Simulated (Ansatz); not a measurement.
`[SiH3][SiH]1BC1` → `B1C[SiH2]1` + `[SiH2]` at 700 K and 1 bar (silylene loss).

Gas-phase electronic energies from Ansatz, PBE0-D4/def2-TZVP geometries. CCSD(T)/CBS adds triple-zeta CCSD(T) − MP2 to the extrapolated MP2 energy (def2 sets, frozen cores). This one scheme is used for every species.

```tsv
species	CCSD(T)/CBS energy (Eh)	H − E (kJ/mol)	S (J/(mol·K))
`[SiH3][SiH]1BC1`	-645.13977	269.2	465.0
`B1C[SiH2]1`	-354.85519	197.4	362.0
`[SiH2]`	-290.19011	56.3	240.4
```

H − E and S are ideal-gas, rigid-rotor, harmonic terms from PBE0-D4/def2-TZVP, for one conformer and one mirror image of each species. 1 Eh = 2625.50 kJ/mol, R = 8.31446 J/(mol·K).

Task: By hand: ΔE, ΔH, ΔS and ΔG.

Result: ΔE = (-354.85519) + (-290.19011) − (-645.13977) = 0.09447 Eh = 248.0 kJ/mol. Δ(H − E) = 197.4 + 56.3 − 269.2 = -15.5, so ΔH = 232.5 kJ/mol. ΔS = 362.0 + 240.4 − 465.0 = 137.4 J/(mol·K). ΔG = 232.5 − 700 × (137.4)/1000 = 136.3 kJ/mol.

Task: By hand: the equilibrium constant, and the temperature at which ΔG would vanish if ΔH and ΔS stayed fixed.

Result: log₁₀ K = −ΔG/(RT ln 10) = -10.2. ΔG = 0 at ΔH/ΔS = 1692 K.

The number of gas molecules changes by +1, which sets the sign of ΔS. A doubt of 5 kJ/mol in ΔE shifts log₁₀ K by 0.4 here. Other conformers and mirror images would add mixing entropy, several J/(mol·K) or more a flexible species. These are equilibria of isolated gas molecules and say nothing of rates. Largest T1 diagnostic: 0.014 (customary marks: 0.02 for closed shells, 0.045 for open ones).
